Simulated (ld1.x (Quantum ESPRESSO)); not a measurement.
# O (Z = 8), PAW: configuration errors across variants

O, PAW, made with ld1.x (Quantum ESPRESSO) 7.5 (LDA (PZ), scalar-relativistic). Core [He], reference 2s1 2p5. Waves: 2s (bound): rcut 0.95, rcutus 1.05 bohr; 2s channel at 2.8 Ry: rcut 0.95, rcutus 1.05 bohr; 2p (bound): rcut 0.80, rcutus 1.10 bohr; 2p channel at -0.35 Ry: rcut 0.80, rcutus 1.10 bohr. Local part: all-electron potential smoothed inside 0.80 bohr (lloc = -2). Core correction: a·sin(br)/r model core inside 0.70 bohr. Augmentation charge: PSQ, radius 0.60 bohr.

All-electron excitation energies from the reference (eV): (1) 2s2 2p4 -14.584; (2) 2s2 2p3 1.999; (3) 2s2 2p2 35.708; (4) 2s2 2p1 89.671; (5) 2s2 2p3.5 -8.218; (6) 2s2 2p4.3 -16.758; (7) 2s0 2p6 14.644; (8) 2s1 2p5 spin -1.556; (9) 2s2 2p4 spin -15.993.

Spin tests fill each open shell by Hund’s rule, majority spin first.

The overlap operator is not positive definite (basis up to 400 Ry) in “all radii but the core radius scaled by about 1.40 (s 1.46, p 1.54 bohr, rcut 1.32/1.12); local potential all-electron potential smoothed inside 1.12 bohr (lloc = -2); augmentation PSQ, radius 0.84 bohr”. Such files are unfit for use, however small their errors in these radial tests.

Errors AE − PS in meV (a dash: test not solved or not reliable):

| change | (1) | (2) | (3) | (4) | (5) | (6) | (7) | (8) | (9) | bound ghosts |
| --- | --- | --- | --- | --- | --- | --- | --- | --- | --- | --- |
| base | -0.3 | -1.0 | -3.2 | -8.9 | -0.6 | 0.0 | -0.6 | -1.2 | -1.5 | none |
| all radii but the core radius scaled by about 0.75 (s 0.80, p 0.82 bohr, rcut 0.72/0.60); local potential all-electron potential smoothed inside 0.60 bohr (lloc = -2); augmentation PSQ, radius 0.46 bohr | 0.0 | -0.3 | +0.1 | -2.0 | -0.3 | +0.2 | -0.8 | -0.7 | -1.3 | none |
| all radii but the core radius scaled by about 0.82 (s 0.86, p 0.90 bohr, rcut 0.78/0.66); local potential all-electron potential smoothed inside 0.66 bohr (lloc = -2); augmentation PSQ, radius 0.48 bohr | -0.1 | -0.4 | -0.5 | -3.1 | -0.4 | +0.2 | -0.8 | -0.8 | -1.3 | none |
| all radii but the core radius scaled by about 0.89 (s 0.94, p 0.98 bohr, rcut 0.86/0.72); local potential all-electron potential smoothed inside 0.72 bohr (lloc = -2); augmentation PSQ, radius 0.54 bohr | -0.2 | -0.6 | -1.0 | -4.0 | -0.5 | +0.1 | -0.7 | -1.0 | -1.4 | none |
| all radii but the core radius scaled by about 0.95 (s 1.00, p 1.04 bohr, rcut 0.90/0.76); local potential all-electron potential smoothed inside 0.76 bohr (lloc = -2); augmentation PSQ, radius 0.56 bohr | -0.2 | -0.8 | -2.1 | -6.5 | -0.5 | 0.0 | -0.7 | -1.1 | -1.4 | none |
| all radii but the core radius scaled by about 1.04 (s 1.10, p 1.14 bohr, rcut 0.98/0.84); local potential all-electron potential smoothed inside 0.84 bohr (lloc = -2); augmentation PSQ, radius 0.62 bohr | -0.3 | -1.1 | -3.7 | -9.6 | -0.7 | -0.1 | -0.6 | -1.2 | -1.5 | none |
| all radii but the core radius scaled by about 1.11 (s 1.16, p 1.22 bohr, rcut 1.06/0.88); local potential all-electron potential smoothed inside 0.88 bohr (lloc = -2); augmentation PSQ, radius 0.66 bohr | -0.3 | -1.8 | -7.6 | -19 | -0.8 | -0.1 | -0.6 | -1.3 | -1.4 | none |
| all radii but the core radius scaled by about 1.18 (s 1.24, p 1.30 bohr, rcut 1.12/0.94); local potential all-electron potential smoothed inside 0.94 bohr (lloc = -2); augmentation PSQ, radius 0.70 bohr | -0.4 | -3.2 | -17 | -38 | -1.1 | -0.1 | -0.7 | -1.1 | -1.3 | none |
| all radii but the core radius scaled by about 1.26 (s 1.32, p 1.38 bohr, rcut 1.20/1.00); local potential all-electron potential smoothed inside 1.00 bohr (lloc = -2); augmentation PSQ, radius 0.76 bohr | -0.4 | -5.7 | -32 | -70 | -1.6 | -0.1 | -0.8 | -0.7 | -1.3 | none |
| all radii but the core radius scaled by about 1.40 (s 1.46, p 1.54 bohr, rcut 1.32/1.12); local potential all-electron potential smoothed inside 1.12 bohr (lloc = -2); augmentation PSQ, radius 0.84 bohr | -0.6 | -3.4 | -18 | -63 | -1.3 | -0.5 | -0.7 | -1.4 | -3.1 | not determined (overlap not positive) |

Problem. Give the same row for: all radii but the core radius scaled by about 1.32 (s 1.38, p 1.46 bohr, rcut 1.26/1.06); local potential all-electron potential smoothed inside 1.06 bohr (lloc = -2); augmentation PSQ, radius 0.80 bohr.

Solution. -0.3, -8.8, -49, -99, -2.2, -0.1, -0.9, -0.4, -1.7; bound ghosts: none.
